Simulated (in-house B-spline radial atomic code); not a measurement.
## RPA and G0W0 on PBE0: the iron ion Fe⁸⁺

Configuration [Ne] 3s2 3p6, mean-field start PBE0. Computed with an all-electron radial atomic-structure program (B-spline basis): all electrons, non-relativistic, point nucleus, each spin shell either full or empty, empty states to l = 9 with an (l + 1/2)⁻⁴ tail; G0W0 by contour deformation at full frequency.

Command:
```bash
python run_gw.py task.json out
```
Settings (radii: box in bohr, nucleus in fm):
```
Z                        26
electrons                18
configuration            [Ne] 3s2 3p6
hamiltonian              nr
method                   pbe0
lmax                     9
spin_polarised           False
box_radius               7.7
intervals                48
```

Time taken, with all properties: 0.8 s on 1 thread of Arm Neoverse V2, on a shared host.

Energies (hartree):

```tsv
term	value
mean-field total	-1242.75236
Hartree-Fock functional on these orbitals	-1242.14941
direct second order	-1.3976
second-order exchange	0.46502
SOSEX correction	0.42853
```

What is the RPA correlation energy, and what remains with SOSEX?

RPA gives -1.2388 hartree (-1.87 eV per electron); RPA + SOSEX gives -0.81024, and the second-order doubles -0.9326 hartree (no singles). SOSEX takes back 35 % of the RPA value.

Quasi-particle levels (eV):

| level | occupied | mean field | Σx - vxc | Σc | QP weight | G0W0 |
| --- | --- | --- | --- | --- | --- | --- |
| 3p | yes | -223.82 | -9.80 | ? | ? | ? |
| 2p | yes | -894.66 | -37.95 | 10.47 | 0.931 | -922.13 |
| 3d | no | -161.77 | 13.02 | -3.29 | 0.976 | -152.04 |

G0W0 = mean field + (Σx - vxc) + Σc, with Σc (partial-wave tail included) taken at the quasi-particle energy. Only the outer levels were computed. Levels of low weight are left out.

Where does G0W0 put 3p?

At -234.09 eV, with Σc = -0.47 eV and a quasi-particle weight of 0.965. The tabulated removal energy is 233.6 ± 0.4 eV (NIST, semi-empirical); the calculation leaves out relativity, Breit and QED terms, and what these don't explain is the method's own error.
